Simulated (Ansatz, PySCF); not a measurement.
Gas-phase reaction in SMILES: FCF [difluoromethane] → F[CH-]F + H+
Each molecule is optimised on its own at B3LYP-D3(BJ)/def2-TZVP (Ansatz, a first-principles code).

Quantity: gas-phase deprotonation energy (electronic energy difference), in kcal/mol. Cores are frozen in the correlated levels unless marked. No spin-orbit coupling. No relativistic terms. Anions need diffuse functions: aug- sets have them; def2-D sets add few; the other sets have none. CBS marks a two-point X^-3 extrapolation of the correlation energy; Hartree-Fock from the larger set. The bracket is a focal-point correction in the basis named.

| level | program | gas-phase deprotonation energy (kcal/mol) | minus last row |
|---|---|---|---|
| HF/cc-pwCVTZ | Ansatz | 422.5 | 15.1 |
| HF-D4/def2-TZVPD | PySCF + dftd4 | 416.6 | 9.2 |
| B97M-V/def2-TZVPD | Ansatz | 406.4 | -1.0 |
| PBE0/STO-3G | Ansatz | 518.0 | 110.6 |
| PBE0/def2-TZVPD | Ansatz | 409.2 | 1.8 |
| TPSSh-D4/def2-TZVPD | PySCF + dftd4 | 408.0 | 0.6 |
| M06-2X/def2-TZVPD | PySCF | 406.7 | -0.7 |
| MN15-D3(BJ)/def2-TZVPD | PySCF + dftd3 | 405.8 | -1.6 |
| HSE06/def2-TZVPD | Ansatz | 409.3 | 1.9 |
| CAM-B3LYP-D3(BJ)/def2-TZVPD | Ansatz + dftd3 | 405.0 | -2.4 |
| wB97M-V/def2-TZVPD | Ansatz | 402.7 | -4.7 |
| B2GP-PLYP-D4/def2-TZVPD | Ansatz + dftd4 | 407.2 | -0.2 |
| B2GP-PLYP/def2-TZVPD | Ansatz | 407.2 | -0.2 |
| B2PLYP-D4/def2-TZVPD | Ansatz + dftd4 | 405.8 | -1.6 |
| MP2/cc-pVTZ | Ansatz | 418.6 | 11.2 |
| MP2/cc-pVQZ | Ansatz | 413.4 | 6.0 |
| SCS-MP2/cc-pwCVTZ | Ansatz | 419.5 | 12.1 |
| CCSD/STO-3G | Ansatz | 528.2 | 120.8 |
| CCSD/6-31G | Ansatz | 413.5 | 6.1 |
| CCSD(T)/cc-pwCVTZ | Ansatz | 418.4 | 11.0 |
| RI-MP2/CBS(aug-cc-pVTZ,aug-cc-pVQZ)+[CCSD(T)-MP2]/aug-cc-pVTZ | Ansatz | 407.4 | 0.0 |
